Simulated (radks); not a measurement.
The mean radii <r> (bohr) of the occupied orbitals of an atom or ion are listed with their occupations. All-electron calculation, scalar-relativistic Kohn-Sham, SCAN, spin-polarised, spherical densities, finite nucleus; meta-GGA in the generalised Kohn-Sham scheme; Fermi nuclear charge, rms radius of each element as measured or else 0.836 A^(1/3) + 0.57 fm. Program: a radial shooting solver on a logarithmic mesh with Libxc functionals.

orbital  occ.      <r>
1s up       1  0.02611
1s down     1  0.02611
2s up       1   0.1121
2s down     1   0.1121
2p up       3  0.09821
2p down     3  0.09821
3s up       1   0.2983
3s down     1   0.2983
3p up       3   0.2966
3p down     3   0.2966
3d up       5   0.2736
3d down     5   0.2736
4s up       1   0.6949
4s down     1   0.6951
4p up       3   0.7394
4p down     3   0.7394
4d up       5   0.8368
4d down     5   0.8355
5s up       1    1.714
5s down     1    1.714
5p up       3    1.978
5p down     2    1.986

Name the element and its charge. Open shells, if any, are filled with parallel spins first.

Answer. Z = 55, caesium, charge +2: Cs2+ in [Kr] 4d10 5s2 5p5. The 1s radius gives Z: for a bare nucleus <r> = (2 gamma + 1)/(2Z) with gamma = sqrt(1 - (Z/c)^2), 0.02574 bohr for Z = 55, and screening makes it slightly larger (0.02611 here). The occupations add up to 53, and the charge is Z minus that.
